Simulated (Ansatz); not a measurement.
`C=[CH][AlH][CH2][SiH3]`, charge 0, multiplicity 1.

(1) Give a relaxed structure at PBE0-D4/def2-TZVP (Ansatz). (Estimate.)

Results:

(1) The calculation gave: 
```xyz
14

C     1.4865   -1.5070   -1.0342
C     0.2243   -1.5584   -1.4693
Al   -1.0493   -0.1678   -1.0074
C    -0.4368    1.3573    0.0467
Si   -0.2976    1.0026    1.8717
H     2.2238   -2.2751   -1.2623
H     1.8503   -0.6882   -0.4165
H    -0.0443   -2.4228   -2.0774
H    -2.5722   -0.2652   -1.4499
H    -1.1443    2.1828   -0.0893
H     0.5439    1.6968   -0.3056
H    -1.5490    0.3697    2.3800
H    -0.0530    2.2259    2.6857
H     0.8178    0.0495    2.1276
```
This is one stationary point; other conformers may exist.
